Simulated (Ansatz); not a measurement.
B(OCMe2)Cl3 (C₃H₆BCl₃O), relaxed as a singlet with RKS B3LYP-D4/def2-SVP in Ansatz, starting from the GFN2-xTB geometry. Force threshold 0.02 eV/Å.

Start:

```xyz
14

B    -0.9536    1.3395   -1.2741
O    -0.9748    0.1320   -0.3314
C    -0.0337   -0.3959    0.2975
C    -0.3590   -1.5619    1.1540
C     1.3498    0.0811    0.2334
H     0.2782   -2.4036    0.8878
H    -0.1446   -1.3099    2.1925
H    -1.4052   -1.8382    1.0556
H     1.3661    1.1410    0.5071
H     1.6724    0.0734   -0.8127
H     2.0233   -0.4973    0.8560
Cl    0.1953    0.9230   -2.6552
Cl   -0.3503    2.7777   -0.2871
Cl   -2.6639    1.5392   -1.8234
```

Estimate the energy that the relaxation releases and the steps that it takes.

0.06 eV, in 6 steps; 25 s on 2 threads of AMD EPYC 7R13 on a shared host. No frequencies were taken in this run, so the end may be a saddle point.

Does the start keep its bonding and symmetry?

By distances, no bond broke or formed. The bond that changes most is B1–O2, from 1.53 to 1.59 Å (atoms count from 1).

Predict the relaxed structure.


| atom | x (Å) | y (Å) | z (Å) |
| --- | --- | --- | --- |
| B1 | -0.9678 | 1.3819 | -1.3174 |
| O2 | -0.9466 | 0.1326 | -0.3292 |
| C3 | -0.0186 | -0.4009 | 0.3088 |
| C4 | -0.3736 | -1.5722 | 1.1591 |
| C5 | 1.3845 | 0.0775 | 0.2551 |
| H6 | 0.2469 | -2.4360 | 0.8670 |
| H7 | -0.1169 | -1.3448 | 2.2082 |
| H8 | -1.4391 | -1.8157 | 1.0721 |
| H9 | 1.3994 | 1.1423 | 0.5432 |
| H10 | 1.7128 | 0.0661 | -0.7982 |
| H11 | 2.0498 | -0.5200 | 0.8890 |
| Cl12 | 0.1645 | 0.9515 | -2.7090 |
| Cl13 | -0.3898 | 2.8272 | -0.3264 |
| Cl14 | -2.7056 | 1.5105 | -1.8222 |
Bond lengths: 3 × B–Cl 1.81 to 1.85 Å; 2 × C–C 1.48 to 1.49 Å; 1 × B–O 1.59 Å; 1 × C–O 1.25 Å; 6 × C–H 1.10 Å.
